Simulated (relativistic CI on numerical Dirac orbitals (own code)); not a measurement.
**Radial parameters of Fe17+**

Computed by Dirac-Coulomb-Breit CI, separate exchange-only KLI orbitals for each configuration, model QED (radiative potential, 1s self-energy scaled to tabulated hydrogen-like ionisation energies), unscaled Slater integrals (own radial code, finite nucleus).

Slater integrals F^k, G^k are unscaled and averaged over j, outside the closed core 1s2; ζ comes from projecting the Hamiltonian with its Breit term on Σ l·s of the shell.

- 2s2 2p5: ζ(2p) = 68134 cm⁻¹; <r>(2p) = 0.2259, <r^2>(2p) = 0.06213 (bohr units).
- 2p6 3p: ζ(3p) = 16455 cm⁻¹; <r>(3p) = 0.6194, <r^2>(3p) = 0.4415 (bohr units).
- 2s2 2p4 3s: F^2(2p,2p) = 427390, ζ(2p) = 70665, G^1(2p,3s) = 41372 cm⁻¹; <r>(2p) = 0.2223, <r^2>(2p) = 0.06012, <r>(3s) = 0.6334, <r^2>(3s) = 0.4555 (bohr units).

Averages of the first 10 configurations, taken without configuration mixing, which lowers the lowest level and can move excited configurations by several eV; other configurations of the list can lie among them:

```csv
Configuration,Parity,States,Average energy above the lowest level (eV)
2s2 2p5,odd,6,4.6
2s 2p6,even,2,134.6
2p6 3s,even,2,1041.3
2p6 3p,odd,6,1072.6
2s2 2p4 3s,even,30,785.5
2p6 3d,even,10,1113.4
2s2 2p4 3p,odd,90,819.5
2s2 2p4 3d,even,150,860.7
2s 2p5 3s,odd,24,904.2
2s 2p5 3p,even,72,936.9
```
